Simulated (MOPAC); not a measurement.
MOPAC input (PM6):

```
PM6 1SCF CHARGE=-1 GEO-OK AUX(PRECISION=9) THREADS=1
C4H5OSi

Si   -1.99269100 1    0.35017000 1    0.03442800 1
C    -0.20465700 1    0.02607900 1   -0.00006300 1
C     0.31551800 1   -1.20527600 1   -0.42411800 1
O     1.72036000 1   -1.04100000 1   -0.29868700 1
C     2.01498700 1    0.20726900 1    0.16958400 1
C     0.87835500 1    0.91064500 1    0.37260200 1
H    -2.53773400 1    0.71475000 1    1.38774400 1
H    -2.43516000 1    1.51437800 1   -0.80836300 1
H    -2.79531000 1   -0.81360200 1   -0.42680300 1
H     3.05827800 1    0.45164800 1    0.30729400 1
H     0.81950100 1    1.92614200 1    0.73960700 1
```

Output:

```
 *******************************************************************************
 **                                                                           **
 **                              MOPAC v23.2.5                                **
 **                                                                           **
 *******************************************************************************
 ** MOPAC's Digital Object Identifier: https://doi.org/10.5281/zenodo.6511958 **
 **                                                                           **
 ** Please cite the open-source release paper for use of this MOPAC version:  **
 ** J. E. Moussa and J. J. P. Stewart (2026)                                  **
 ** MOPAC: An open-source semiempirical molecular orbital program             **
 ** J. Open Source Softw., 11(119), 8025, https://doi.org/10.21105/joss.08025 **
 *******************************************************************************

                              PM6 CALCULATION RESULTS

 *******************************************************************************
 *  PM6        - The PM6 Hamiltonian to be used
 *  GEO-OK     - OVERRIDE INTERATOMIC DISTANCE AND OTHER SAFETY CHECKS
 *
 *
 *
 *                 CHARGE ON SYSTEM = -1
 *
 *
 *
 *  1SCF       - DO 1 SCF AND THEN STOP
 *  AUX        - OUTPUT AUXILIARY INFORMATION
 *******************************************************************************
PM6 1SCF CHARGE=-1 GEO-OK AUX(PRECISION=9) THREADS=1
 C4H5OSi

   ATOM   CHEMICAL          X               Y               Z
  NUMBER   SYMBOL      (ANGSTROMS)     (ANGSTROMS)     (ANGSTROMS)

     1      Si         -1.99269100  *   0.35017000  *   0.03442800  *
     2       C         -0.20465700  *   0.02607900  *  -0.00006300  *
     3       C          0.31551800  *  -1.20527600  *  -0.42411800  *
     4       O          1.72036000  *  -1.04100000  *  -0.29868700  *
     5       C          2.01498700  *   0.20726900  *   0.16958400  *
     6       C          0.87835500  *   0.91064500  *   0.37260200  *
     7       H         -2.53773400  *   0.71475000  *   1.38774400  *
     8       H         -2.43516000  *   1.51437800  *  -0.80836300  *
     9       H         -2.79531000  *  -0.81360200  *  -0.42680300  *
    10       H          3.05827800  *   0.45164800  *   0.30729400  *
    11       H          0.81950100  *   1.92614200  *   0.73960700  *

          CARTESIAN COORDINATES

    NO.       ATOM           X           Y           Z

     1        Si         -1.9927      0.3502      0.0344
     2         C         -0.2047      0.0261     -0.0001
     3         C          0.3155     -1.2053     -0.4241
     4         O          1.7204     -1.0410     -0.2987
     5         C          2.0150      0.2073      0.1696
     6         C          0.8784      0.9106      0.3726
     7         H         -2.5377      0.7148      1.3877
     8         H         -2.4352      1.5144     -0.8084
     9         H         -2.7953     -0.8136     -0.4268
    10         H          3.0583      0.4516      0.3073
    11         H          0.8195      1.9261      0.7396

 General Reference for PM6:
 "Optimization of Parameters for Semiempirical Methods V: Modification of NDDO Approximations
 and Application to 70 Elements", J. J. P. Stewart, J. Mol. Mod., 13, 1173-1213 (2007)
 URL: https://link.springer.com/article/10.1007/s00894-007-0233-4

           Empirical Formula: C4 H5 O Si  =    11 atoms

      MOLECULAR POINT GROUP   :   Cs

      RHF CALCULATION, NO. OF DOUBLY OCCUPIED LEVELS = 16

 -------------------------------------------------------------------------------
 PM6 1SCF CHARGE=-1 GEO-OK AUX(PRECISION=9) THREADS=1
 C4H5OSi

     1SCF WAS SPECIFIED, SO BFGS WAS NOT USED
     SCF FIELD WAS ACHIEVED

                              PM6 CALCULATION
                                                       MOPAC v23.2.5 Linux

          FINAL HEAT OF FORMATION =        -10.53179 KCAL/MOL =     -44.06502 KJ/MOL

          COSMO AREA              =        138.45 SQUARE ANGSTROMS
          COSMO VOLUME            =        132.54 CUBIC ANGSTROMS

          IONIZATION POTENTIAL    =          3.566048 EV
          HOMO LUMO ENERGIES (EV) =         -3.566  4.705
          NO. OF FILLED LEVELS    =         16
          MOLECULAR WEIGHT        =         97.1684         POINT GROUP:  Cs

          MOLECULAR DIMENSIONS (Angstroms)

            Atom       Atom       Distance
            H    10    H     9     6.03359
            O     4    H     7     3.37652
            O     4    H     8     2.19455

          SCF CALCULATIONS        =          1

   ATOM   CHEMICAL          X               Y               Z
  NUMBER   SYMBOL      (ANGSTROMS)     (ANGSTROMS)     (ANGSTROMS)

     1      Si         -1.99269100  *   0.35017000  *   0.03442800  *
     2       C         -0.20465700  *   0.02607900  *  -0.00006300  *
     3       C          0.31551800  *  -1.20527600  *  -0.42411800  *
     4       O          1.72036000  *  -1.04100000  *  -0.29868700  *
     5       C          2.01498700  *   0.20726900  *   0.16958400  *
     6       C          0.87835500  *   0.91064500  *   0.37260200  *
     7       H         -2.53773400  *   0.71475000  *   1.38774400  *
     8       H         -2.43516000  *   1.51437800  *  -0.80836300  *
     9       H         -2.79531000  *  -0.81360200  *  -0.42680300  *
    10       H          3.05827800  *   0.45164800  *   0.30729400  *
    11       H          0.81950100  *   1.92614200  *   0.73960700  *

                             CARTESIAN COORDINATES

   1   Si       -1.992691000     0.350170000     0.034428000
   2    C       -0.204657000     0.026079000    -0.000063000
   3    C        0.315518000    -1.205276000    -0.424118000
   4    O        1.720360000    -1.041000000    -0.298687000
   5    C        2.014987000     0.207269000     0.169584000
   6    C        0.878355000     0.910645000     0.372602000
   7    H       -2.537734000     0.714750000     1.387744000
   8    H       -2.435160000     1.514378000    -0.808363000
   9    H       -2.795310000    -0.813602000    -0.426803000
  10    H        3.058278000     0.451648000     0.307294000
  11    H        0.819501000     1.926142000     0.739607000

           Empirical Formula: C4 H5 O Si  =    11 atoms

      MOLECULAR POINT GROUP   :   Cs

                  EIGENVALUES
 -26.16766 -21.62333 -19.08692 -15.54557 -14.70411 -12.94627 -11.22828  -9.60763
  -8.90993  -7.77522  -7.42275  -7.16025  -5.98051  -5.09803  -4.16335  -3.56605
   4.70508   5.24632   5.25659   5.91274   6.13898   6.49506   7.17551   7.88039
   8.02384   8.62397   8.65316   9.15797   9.76020  10.21664  10.53207  10.74869
  11.06399  12.10459

              NET ATOMIC CHARGES AND DIPOLE CONTRIBUTIONS

  ATOM NO.   TYPE          CHARGE      No. of ELECS.   s-Pop       p-Pop       d-Pop
    1         Si          -0.045011        4.0450     1.22427     2.15290     0.66785
    2          C          -0.618939        4.6189     1.11523     3.50371
    3          C           0.104006        3.8960     1.56649     2.32950
    4          O          -0.383685        6.3837     1.83336     4.55032
    5          C          -0.138491        4.1385     1.10366     3.03483
    6          C          -0.143159        4.1432     1.09721     3.04595
    7          H          -0.007401        1.0074     1.00740
    8          H          -0.007401        1.0074     1.00740
    9          H           0.008846        0.9912     0.99115
   10          H           0.122156        0.8778     0.87784
   11          H           0.109080        0.8909     0.89092
 DIPOLE           X         Y         Z       TOTAL
 POINT-CHG.    -1.452     1.375     0.433     2.046
 HYBRID         1.607     1.465     0.609     2.258
 SUM            0.154     2.840     1.041     3.029

          ATOMIC ORBITAL ELECTRON POPULATIONS

     Atom    s        px        py        pz      x^2-y^2     xz        z^2       yz        xy
    1 Si   1.22427   0.67265   0.73329   0.74696   0.10636   0.17166   0.10518   0.12556   0.15909
    2  C   1.11523   1.08566   1.10194   1.31610
    3  C   1.56649   0.63141   1.09824   0.59985
    4  O   1.83336   1.47579   1.38320   1.69133
    5  C   1.10366   1.01336   0.89212   1.12935
    6  C   1.09721   0.97370   1.02109   1.05116
    7  H   1.00740
    8  H   1.00740
    9  H   0.99115
   10  H   0.87784
   11  H   0.89092

 **********************
 *                    *
 * JOB ENDED NORMALLY *
 *                    *
 **********************

 == MOPAC DONE ==
```

The dipole moment of an ion depends on the origin.

The geometry given is a B3LYP-D3(BJ)/def2-TZVP minimum.
